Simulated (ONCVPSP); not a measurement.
Br ONCV: all-electron and pseudo phase curves

bromine, optimised norm-conserving Vanderbilt (ONCV), made with ONCVPSP 4.0.1 (PBEsol, scalar-relativistic). Core [Ar], reference 3d10 4s2 4p5. Waves: 4s: rc 1.55 bohr, ncon 3, nbas 6, qcut 4.5 1/bohr, 3 projectors, debl 0.5 Ha; 4p: rc 1.20 bohr, ncon 3, nbas 7, qcut 6.7 1/bohr, 3 projectors, debl 2.8 Ha; 3d: rc 1.05 bohr, ncon 4, nbas 8, qcut 16.1 1/bohr, local. Local part: the d channel. Core correction: none.

In the s channel the program set the typed energies aside and used -0.740, 0.250, 0.750 Ha.

The phase is arctan(r·R′/R) of the radial function R(r), unwrapped; energies in Ha, scanned from -4 to 5 Ha. A pole is an energy at which the radial function vanishes at the test radius. The pseudo phase is shifted by a multiple of π to meet the all-electron one at the reference energy, and phase errors are pseudo minus all-electron; the curves can meet again beyond the range given. Levels narrower than the energy grid can be missing from the lists of poles.

Question: For each channel, where are the poles, and over which energies does the pseudopotential scatter like the atom?

Answer:

```csv
channel,radius (bohr),reference energy (Ha),"poles, all-electron","poles, pseudo",unbroken range about the reference energy with phases within 0.05 rad,phase error 1 Ha above the reference energy (rad)
s,1.58,-0.74,1.91,1.91,the whole range,+0.000
p,1.22,-0.29,none,none,the whole range,-0.001
d,1.07,-2.45,-1.72,-1.65,-3.0 to -0.7,+0.023
```

Note: ghosts flagged at negative energy: s at -297.5 eV, p at -4018.6 eV, p at -153.0 eV; GHOST(+) flags only above 600 eV. A true bound ghost makes a file unfit for plane-wave use.

Phases in the s channel:

| E (Ha) | all-electron | pseudo |
| --- | --- | --- |
| -3.98 | 1.170 | 1.170 |
| -3.50 | 1.105 | 1.105 |
| -3.02 | 1.007 | 1.007 |
| -2.54 | 0.844 | 0.844 |
| -2.06 | 0.541 | 0.541 |
| -1.58 | -0.015 | -0.015 |
| -1.10 | -0.652 | -0.652 |
| -0.62 | -1.044 | -1.044 |
| -0.14 | -1.251 | -1.251 |
| 0.34 | -1.372 | -1.372 |
| 0.82 | -1.453 | -1.453 |
| 1.30 | -1.512 | -1.512 |
| 1.78 | -1.559 | -1.559 |
| 2.26 | -1.601 | -1.601 |
| 2.74 | -1.639 | -1.639 |
| 3.22 | -1.679 | -1.679 |
| 3.70 | -1.722 | -1.723 |
| 4.18 | -1.775 | -1.777 |
| 4.66 | -1.844 | -1.849 |
